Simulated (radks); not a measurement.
Results of a calculation; reference values are marked as such.
Problem. Tc3+, 40 electrons, occupied as [Kr] 4d3.5 5s0.5 (fractional occupations, a model configuration). Level of theory: Dirac Kohn-Sham, PBE, spin-unpolarised, spherical densities, finite nucleus; open shells are shared between the two j in proportion to 2j + 1; Fermi nuclear charge, rms radius 4.4112 fm (a radial shooting solver on a logarithmic mesh with Libxc functionals).

Spin-orbit splittings of the eigenvalues, e(l+1/2) - e(l-1/2), with zeta = 2 splitting/(2l+1) and mean radii in bohr:

| shell | occ. | splitting (eV) | zeta (eV) | <r> j=l-1/2 | <r> j=l+1/2 |
|---|---|---|---|---|---|
| 2p | 6 | 118.3 | 78.83 | 0.1271 | 0.1318 |
| 3p | 6 | 19.78 | 13.19 | 0.4090 | 0.4195 |
| 3d | 10 | 3.804 | 1.522 | 0.3968 | 0.4003 |
| 4p | 6 | ? | ? | 1.133 | 1.161 |
| 4d | 3.5 | 0.3601 | 0.1440 | 1.487 | 1.499 |

Estimate the 4p splitting.

Solution. 3.048 eV (zeta = 2.032 eV).
